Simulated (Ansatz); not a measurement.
Ansatz (an electronic-structure program) input (B2PLYP/def2-TZVPD):

Ansatz 0.2 input:
```yaml
crystal:
  periodic: [false, false, false]
  atoms:
    - {symbol: Ti, position_ang: [-0.00000000, -0.00000000, -0.42998028]}
    - {symbol: O, position_ang: [0.00000000, 0.00000000, 1.18244578]}
basis:
  gaussian:
    orbitals: def2-TZVPD
hamiltonian:
  xc: {name: B2PLYP}
total_charge: 1
magnetization: {spin_polarized: true, initial_magnetization: 1}
correlation: {electrons: outside_noble_gas}
```

End of the output:

```
integrals: 0.04 GiB planned
678 factors; integrals over basis functions are off by at most 1.4e-3 eV
mean field: 0.34 GiB planned
mean field evaluation 1: about -25111.8237 eV, gradient 8.9e1 eV
mean field evaluation 2: about -25111.9106 eV, gradient 8.9e1 eV
mean field evaluation 4: about -25132.9190 eV, gradient 5.3e1 eV
mean field evaluation 8: about -25142.2390 eV, gradient 6.0e-1 eV
mean field evaluation 16: about -25144.0202 eV, gradient 5.8e0 eV
mean field evaluation 32: about -25066.3462 eV, gradient 8.3e1 eV
mean field -25144.17629790 eV, -924.0314356128 hartree, gradient 1.7e-6 eV, S^2 0.782412; 0 other end points of the search recorded, 0 dependent functions left out
10 core orbitals not correlated
reference -25144.17641758 eV, -924.0314400111 hartree; 5, 4 occupied and 73, 74 virtual orbitals, 678 factors
second order -13.83485897 eV of doubles, -0.00000000 eV of singles
Total energy: -25147.91182950 eV, -924.1687138673 hartree
```

This state (charge 1, doublet) is run at the relaxed geometry of the species with charge 0 and multiplicity 3.
